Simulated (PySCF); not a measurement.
# Partial charges of `CC#CC#C[C@@H](F)Cl`

C₆H₄ClF.
SMILES with atom numbers: `[CH3:1][C:2]#[C:3][C:4]#[C:5][C@@H:6]([F:7])[Cl:8]` (hydrogens: H9, H10, H11 on C1; H12 on C6)

Structure used (GFN2-xTB), in Å, numbered top down from 1:
```xyz
12
C6H4ClF angstrom
C     -3.2992   -0.5804   -0.1934
C     -1.8881   -0.3193   -0.0971
C     -0.7026   -0.1030   -0.0194
C      0.6254    0.1478    0.0791
C      1.8028    0.4148    0.1334
C      3.2094    0.6763    0.2573
F      3.5289    1.1608    1.4907
Cl     4.1462   -0.8535    0.0070
H     -3.6334   -1.1460    0.6767
H     -3.8510    0.3590   -0.2385
H     -3.5101   -1.1579   -1.0938
H      3.5729    1.4008   -0.4838
```

Density: PBE0/pcSseg-1 (PySCF); schemes: Mulliken, IAO, Hirshfeld and ESP-fitted. Isolated species at its GFN2-xTB geometry, gas phase.

Q: Tabulate the Mulliken, IAO, Hirshfeld and ESP-fitted charges.

A: In e:

```
atom                       environment  Mulliken     IAO  Hirshfeld  ESP-fitted
  C1                propargylic carbon    -0.187  -0.438     -0.088      -0.578
  C2                     alkyne carbon    -0.249  +0.029     +0.006      +0.286
  C3                     alkyne carbon    +0.064  -0.079     -0.057      -0.344
  C4                     alkyne carbon    +0.118  +0.005     -0.019      +0.111
  C5                     alkyne carbon    -0.148  -0.063     -0.054      -0.021
  C6                    sp3 C–F carbon    +0.137  +0.183     +0.106      -0.065
  F7                    alkyl fluorine    -0.274  -0.282     -0.096      -0.103
 Cl8  chlorine on a fluorinated carbon    -0.111  -0.088     -0.069      -0.089
  H9                   methyl hydrogen    +0.160  +0.182     +0.070      +0.204
 H10                   methyl hydrogen    +0.159  +0.182     +0.069      +0.196
 H11                   methyl hydrogen    +0.160  +0.182     +0.070      +0.198
 H12                  methine hydrogen    +0.171  +0.186     +0.064      +0.205
```

Mean size of the charges over all atoms: ESP-fitted 0.200 e, Mulliken 0.162 e, IAO 0.158 e, Hirshfeld 0.064 e. Each set sums to the total charge, 0, to within 0.001 e. The Hirshfeld scheme weights the molecular density at each point by an atom's share of the summed free-atom densities.

Lowest charge. The schemes don't all agree: Mulliken F7 (-0.274); IAO C1 (-0.438); Hirshfeld F7 (-0.096); ESP-fitted C1 (-0.578).

Highest charge. The schemes don't all agree: Mulliken H12 (+0.171); IAO H12 (+0.186); Hirshfeld C6 (+0.106); ESP-fitted C2 (+0.286).

Q: How closely do the schemes follow one another over all atoms?

A: Correlation coefficient and root-mean-square difference: IAO with Hirshfeld 0.91, 0.135 e; IAO with ESP-fitted 0.80, 0.148 e; Mulliken with IAO 0.78, 0.124 e; Mulliken with Hirshfeld 0.77, 0.125 e; Hirshfeld with ESP-fitted 0.65, 0.208 e; Mulliken with ESP-fitted 0.38, 0.241 e.

Q: How many electrons does the IAO scheme count on C4?

A: Z − q = 6 − (+0.005) = 5.995.

Q: Sum the charges by element, for elements with more than one atom.

A: 
```json
{"element": "C", "atoms": "6", "Mulliken": "-0.265", "IAO": "-0.363", "Hirshfeld": "-0.107", "ESP-fitted": "-0.611"}
{"element": "H", "atoms": "4", "Mulliken": "+0.650", "IAO": "+0.733", "Hirshfeld": "+0.272", "ESP-fitted": "+0.803"}
```

The run behind these numbers computed NMR shieldings as well. Hardware: an Arm Neoverse V2 with one thread, on a shared host. Cost: 15 s of wall time.
